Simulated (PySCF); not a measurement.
This script is equivalent to a calculation on Ru(3+) (ruthenium, charge +3).

```python
from pyscf import gto, scf, dft, mp, cc
import basis_set_exchange as bse
txt = bse.get_basis("aug-cc-pVTZ-PP", elements=["Ru"], fmt="nwchem", header=False, augment_diffuse=1)
cut = txt.index("\nECP")
mol = gto.M(atom="Ru 0 0 0", charge=3, spin=5, symmetry="D2h",
            basis=gto.basis.parse(txt[:cut]),
            ecp={"Ru": gto.basis.parse_ecp(txt[cut:])})
mf = dft.UKS(mol, xc="PBE0")
mf.irrep_nelec = {'Ag': (3, 1), 'B1g': (1, 0), 'B2g': (1, 0), 'B3g': (1, 0), 'B1u': (1, 1), 'B2u': (1, 1), 'B3u': (1, 1)}
mf.kernel()
```

(1) What total energy does it give?

(2) Which occupied shell lies highest, and where?

(3) What is ⟨S²⟩, and what would a pure spin state give?

Energies and moments cover only the electrons outside the core potential.

Answers

(1) -92.554 hartree (calculated).

(2) 4d α, at -40.837 eV.

(3) 8.750, against 8.75.
